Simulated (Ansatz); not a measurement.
`BC(=C)S[SiH2]F` + `C=C[SiH2]O` → `C=C[SiH2]O[SiH2]F` + `BC(=C)S`  (ligand exchange at the Si–S bond)

Isolated molecules relaxed with PBE0-D4/def2-TZVP in Ansatz; ΔE leaves out vibrations. CCSD(T)/CBS is the MP2 limit (def2-TZVPP, def2-QZVPP) plus CCSD(T) − MP2 in def2-TZVPP, frozen cores. This one scheme is used for every species. Functionals use def2-TZVPP. B3LYP here is the variant with VWN-RPA as its local correlation; programs differ in this. One conformer a species, not always the lowest.

```
             level  ΔE (kJ/mol)  difference from CCSD(T)/CBS
         r2SCAN-D4        -68.2                          4.0
          B3LYP-D4        -74.1                         -1.9
           ωB97X-V        -70.8                          1.4
            B2PLYP        -76.8                         -4.6
            r2SCAN        -68.6                          3.6
     HF/def2-QZVPP        -99.9                        -27.7
    MP2/def2-QZVPP        -70.7                          1.5
SCS-MP2/def2-QZVPP        -77.3                         -5.1
      HF/CBS(def2)       -100.2                        -28.0
    CCSD/CBS(def2)        -76.9                         -4.7
       CCSD(T)/CBS        -72.2                            0
```

Largest T1 diagnostic among the species: 0.012.

From PBE to PBE0 (25 % exact exchange), in def2-TZVPP and without D4, ΔE moves by −5.6 kJ/mol. In def2-TZVPP, CCSD(T) changes the Hartree–Fock value by +22.9 kJ/mol (the triples alone add +4.7 kJ/mol) and MP2 by +26.2 kJ/mol. The D4 term adds +4.2 kJ/mol with B3LYP and +2.0 kJ/mol with PBE0; it sums over pairs of atoms, weighted by their polarisabilities, and B3LYP, whose exchange is more repulsive, gets the larger term.
